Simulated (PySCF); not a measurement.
CH₂BNO₃, SMILES O=C=NB(O)O. The structure is a stationary point at PBE-D3(BJ)/def2-SVP. The structure was generated by enumeration, and PubChem lists no compound with its InChIKey, so it may never have been made. Other conformers were not sampled.

Computed equilibrium geometry at PBE-D3(BJ)/def2-SVP (PySCF confirms it by a frequency run) as bond lengths and angles, and its point group (one conformer of several):
point group C2v.
Atoms: B1 N2 C3 O4 O5 H6 O7 H8. Bond lengths (Å): B1–N2 1.450, B1–O5 1.367, B1–O7 1.367, N2–C3 1.206, C3–O4 1.183, O5–H6 0.972, O7–H8 0.972. Angles (°): N2–B1–O5 121.3, N2–B1–O7 121.3, O5–B1–O7 117.4, B1–N2–C3 180.0, N2–C3–O4 180.0, B1–O5–H6 111.7, B1–O7–H8 111.7.
